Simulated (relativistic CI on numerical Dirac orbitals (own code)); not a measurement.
## Forbidden transitions in Zn5+

Computed by Dirac-Coulomb-Breit CI, separate exchange-only KLI orbitals for each configuration, QED by a radiative potential, valence Slater integrals scaled by 0.9, configuration energies shifted to the measured levels that pair with them (semi-empirical) (own radial code, finite nucleus).

Configurations in the expansion (outside the closed core [Ne]): 3s2 3p6 3d7, 3s2 3p6 3d6 4p, 3s2 3p6 3d6 4s, 3s2 3p5 3d8, 3s2 3p6 3d6 4d, 3s2 3p6 3d6 5s, 3s2 3p4 3d9, 3s2 3p6 3d6 5p, 3s2 3p6 3d6 4f, 3s 3p6 3d8, 3s2 3p6 3d5 4s2, 3s2 3p6 3d6 5d, 3s2 3p6 3d6 5f, 3s2 3p6 3d6 5g, 3s2 3p6 3d5 4s 4p, 3s2 3p6 3d5 4p2, 3s2 3p6 3d5 4s 4d, 3s2 3p5 3d7 4s, 3p6 3d9, 3s2 3p6 3d5 4p 4d. Levels of other configurations are missing.

```csv
λ vac (nm),Lower,Upper,Type,A (s⁻¹),E lower (cm⁻¹),E upper (cm⁻¹)
123.27,3s2 3p6 3d7 4F_7/2 [2],3s2 3p6 3d7 2D_5/2 [19],M1,6.61e-01,2094.1,83219.6
127.45,3s2 3p6 3d7 4F_5/2 [3],3s2 3p6 3d7 2D_3/2 [18],M1,7.97e-01,3546.9,82006.9
129.04,3s2 3p6 3d7 4F_3/2 [4],3s2 3p6 3d7 2D_3/2 [18],M1,5.86e-01,4512.7,82006.9
165.51,3s2 3p6 3d7 4P_5/2 [5],3s2 3p6 3d7 2D_5/2 [19],M1,6.73e+00,22801.7,83219.6
165.62,3s2 3p6 3d7 4P_3/2 [6],3s2 3p6 3d7 2D_5/2 [19],E2,6.40e-01,22840.8,83219.6
165.62,3s2 3p6 3d7 4P_3/2 [6],3s2 3p6 3d7 2D_5/2 [19],M1,7.35e-01,22840.8,83219.6
168.90,3s2 3p6 3d7 4P_5/2 [5],3s2 3p6 3d7 2D_3/2 [18],M1,1.13e+00,22801.7,82006.9
169.02,3s2 3p6 3d7 4P_3/2 [6],3s2 3p6 3d7 2D_3/2 [18],M1,2.46e+00,22840.8,82006.9
170.94,3s2 3p6 3d7 2G_9/2 [8],3s2 3p6 3d7 2D_5/2 [19],E2,1.01e+01,24720.0,83219.6
172.85,3s2 3p6 3d7 4P_1/2 [7],3s2 3p6 3d7 2D_3/2 [18],M1,6.70e-01,24153.4,82006.9
176.82,3s2 3p6 3d7 2G_7/2 [9],3s2 3p6 3d7 2D_5/2 [19],E2,7.00e-01,26666.3,83219.6
180.70,3s2 3p6 3d7 2G_7/2 [9],3s2 3p6 3d7 2D_3/2 [18],E2,9.70e+00,26666.3,82006.9
180.90,3s2 3p6 3d7 4F_9/2 [1],3s2 3p6 3d7 2F_7/2 [17],M1,8.46e-01,0.0,55278.7
183.21,3s2 3p6 3d7 2P_3/2 [10],3s2 3p6 3d7 2D_5/2 [19],M1,1.27e+00,28636.6,83219.6
183.21,3s2 3p6 3d7 2P_3/2 [10],3s2 3p6 3d7 2D_5/2 [19],E2,1.94e+00,28636.6,83219.6
188.02,3s2 3p6 3d7 4F_7/2 [2],3s2 3p6 3d7 2F_7/2 [17],M1,2.04e-01,2094.1,55278.7
189.22,3s2 3p6 3d7 2P_1/2 [11],3s2 3p6 3d7 2D_5/2 [19],E2,6.44e-01,30371.4,83219.6
190.81,3s2 3p6 3d7 4F_7/2 [2],3s2 3p6 3d7 2F_5/2 [16],M1,2.52e-01,2094.1,54502.6
193.30,3s2 3p6 3d7 4F_5/2 [3],3s2 3p6 3d7 2F_7/2 [17],M1,3.55e-01,3546.9,55278.7
193.67,3s2 3p6 3d7 2P_1/2 [11],3s2 3p6 3d7 2D_3/2 [18],E2,1.20e+00,30371.4,82006.9
196.25,3s2 3p6 3d7 4F_5/2 [3],3s2 3p6 3d7 2F_5/2 [16],M1,1.96e-01,3546.9,54502.6
200.04,3s2 3p6 3d7 4F_3/2 [4],3s2 3p6 3d7 2F_5/2 [16],M1,9.37e-01,4512.7,54502.6
200.91,3s2 3p6 3d7 2D_5/2 [12],3s2 3p6 3d7 2D_3/2 [18],M1,3.67e+00,32234.0,82006.9
209.70,3s2 3p6 3d7 2D_3/2 [14],3s2 3p6 3d7 2D_5/2 [19],M1,1.47e+00,35531.9,83219.6
215.17,3s2 3p6 3d7 2D_3/2 [14],3s2 3p6 3d7 2D_3/2 [18],E2,8.16e-01,35531.9,82006.9
275.96,3s2 3p6 3d7 4F_9/2 [1],3s2 3p6 3d7 2H_9/2 [15],M1,4.96e-02,0.0,36236.5
312.65,3s2 3p6 3d7 4F_5/2 [3],3s2 3p6 3d7 2D_3/2 [14],M1,5.09e+00,3546.9,35531.9
322.38,3s2 3p6 3d7 4F_3/2 [4],3s2 3p6 3d7 2D_3/2 [14],M1,2.49e+00,4512.7,35531.9
327.24,3s2 3p6 3d7 2G_9/2 [8],3s2 3p6 3d7 2F_7/2 [17],E2,1.71e-01,24720.0,55278.7
327.24,3s2 3p6 3d7 2G_9/2 [8],3s2 3p6 3d7 2F_7/2 [17],M1,8.42e-01,24720.0,55278.7
349.50,3s2 3p6 3d7 2G_7/2 [9],3s2 3p6 3d7 2F_7/2 [17],M1,1.20e+00,26666.3,55278.7
359.24,3s2 3p6 3d7 2G_7/2 [9],3s2 3p6 3d7 2F_5/2 [16],E2,1.27e-01,26666.3,54502.6
359.24,3s2 3p6 3d7 2G_7/2 [9],3s2 3p6 3d7 2F_5/2 [16],M1,6.17e-01,26666.3,54502.6
375.01,3s2 3p6 3d7 4F_9/2 [1],3s2 3p6 3d7 2G_7/2 [9],M1,1.34e-01,0.0,26666.3
398.57,3s2 3p6 3d7 4F_5/2 [3],3s2 3p6 3d7 2P_3/2 [10],M1,9.90e-01,3546.9,28636.6
404.53,3s2 3p6 3d7 4F_9/2 [1],3s2 3p6 3d7 2G_9/2 [8],M1,3.17e+00,0.0,24720.0
406.96,3s2 3p6 3d7 4F_7/2 [2],3s2 3p6 3d7 2G_7/2 [9],M1,1.17e+00,2094.1,26666.3
414.53,3s2 3p6 3d7 4F_3/2 [4],3s2 3p6 3d7 2P_3/2 [10],M1,7.28e-01,4512.7,28636.6
432.54,3s2 3p6 3d7 4F_5/2 [3],3s2 3p6 3d7 2G_7/2 [9],M1,8.16e-01,3546.9,26666.3
438.56,3s2 3p6 3d7 4F_9/2 [1],3s2 3p6 3d7 4P_5/2 [5],E2,1.07e-01,0.0,22801.7
441.97,3s2 3p6 3d7 4F_7/2 [2],3s2 3p6 3d7 2G_9/2 [8],M1,9.02e-01,2094.1,24720.0
3032.2,3s2 3p6 3d7 2D_5/2 [12],3s2 3p6 3d7 2D_3/2 [14],M1,4.98e-01,32234.0,35531.9
4775.3,3s2 3p6 3d7 4F_9/2 [1],3s2 3p6 3d7 4F_7/2 [2],M1,3.08e-01,0.0,2094.1
5138.0,3s2 3p6 3d7 2G_9/2 [8],3s2 3p6 3d7 2G_7/2 [9],M1,1.07e-01,24720.0,26666.3
6883.5,3s2 3p6 3d7 4F_7/2 [2],3s2 3p6 3d7 4F_5/2 [3],M1,1.76e-01,2094.1,3546.9
```

Terms are leading LS components. Brackets give the number of a level in order of energy, since labels repeat. The list gives strong lines, with weight on those to low levels, without configurations that were not tied to measured data, among the lowest 400 of 5935 levels, so that lines to higher ones, which can be the strongest, are missing, and without 19 lines that miss the measured interval by over 7 %, start from a term whose rates miss tabulated ones by over 60 %, have gauges far apart or, lacking measured levels, span too small a gap for the errors found; lines with a level outside our table were not tested and can miss by more. Levels whose partners in the same complex of configurations lie outside the list can be far off, and so can their lines. Rates are taken at the computed energies, electric ones in the length gauge.

Configurations whose levels could be paired with our table of measured levels were shifted onto them, all but the ground configuration, by the median error of their levels; single terms can still be off by 1,000 to 2,000 cm⁻¹ or more, and rates follow the energies as ν³ (E1, M1) or ν⁵ (E2). The others borrow a shift and can be off by several thousand cm⁻¹ or more. 38 of the 48 excited levels that our extract of the measured tables holds in this range could be paired (the sources list more); they are missed by 867 cm⁻¹ on average and 3951 at most, after the shifts were fitted to these levels, and levels without a partner can miss by more.
